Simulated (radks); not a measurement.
Dynamic dipole polarisability and lines of the manganese ion Mn22+, [He] 2s1. Method: non-relativistic Kohn-Sham, PBE, spin-polarised, spherical densities, point nucleus; open shells are filled with parallel spins first; computed with a radial shooting solver on a logarithmic mesh with Libxc functionals. Time-dependent linear response with the Hartree and adiabatic LDA kernel, continuum included through the Sternheimer equations. Lines are the poles of the dipole polarisability below minus the highest occupied eigenvalue, found on a grid refined at the orbital gaps; the lowest seven at most are given, and weak or close lines can be missed. The first line takes the name of the lowest orbital gap if no other gap lies below it; otherwise a line is named after a gap within 0.6 % of it, if that gap stands alone.

photon energy (eV)  alpha (bohr^3)
0                          0.01733
89.965                   -0.006894
269.89                  -0.0001887
449.82                   0.0002345
629.75                   0.0004307
809.68                   0.0007171
989.61                    0.002386
1169.5                  -0.0008633
1349.5                   0.0002432
1529.4                  0.00009805
1709.3                  -0.0001534

Lines (eV, oscillator strength): 49.291 (25.15 nm, 2s-2p), f = 0.0556; 1051.2 (1.179 nm, 2s-3p), f = 0.382; 1399.6 (0.8858 nm, 2s-4p), f = 0.0918; 1555.8 (0.7969 nm, 2s-5p), f = 0.0378; 1639.5 (0.7562 nm, 2s-6p), f = 0.0196; 1689.7 (0.7338 nm, unassigned), f = 0.0116; 1722.0 (0.7200 nm, unassigned), f = 0.00745. Higher lines, where found, are left out when the end of the mesh affects them. Those listed give 100 % of the static polarisability (sum of f/w^2). Orbital energy gaps for comparison: 2s-2p 46.022 eV; 2s-3p 1054.7 eV; 2s-4p 1400.7 eV; 2s-5p 1556.3 eV; 2s-6p 1639.8 eV.
